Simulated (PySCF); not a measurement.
Relaxation of sextet CoS₂

All numbers come from UPBE0 in PySCF with Co def2-SVP, S def2-SVP; no relativity; density-fitted integrals. A (50,194) grid was used.

A hand-made bent start, of C2v symmetry, held to at least that symmetry:

Coordinates in bohr (charge 0 multiplicity 6):
```
Co    0.0000    0.0000   -1.1111
S     3.0495    0.0000    1.0241
S    -3.0495    0.0000    1.0241
```

What forces act on the atoms at the start (eV/Å)?


```
atom     Fx    Fy     Fz
 Co1   0.00  0.00  -1.59
  S2   2.24  0.00   0.79
  S3  -2.24  0.00   0.79
```

What does it relax to?

It ends at C2v with Co–S 2.128 Å (×2); S–Co–S 172.4°. A frequency run shows a minimum.

How much energy is released, and in how many steps?

60.9 kJ/mol in 13 steps.

Open d and f shells are described by one determinant, and the ground state may have another occupation or spin. At this level a quartet minimum of C2v symmetry lies 44 kJ/mol below this structure.

The relaxation took roughly 80 core-seconds on a shared host.
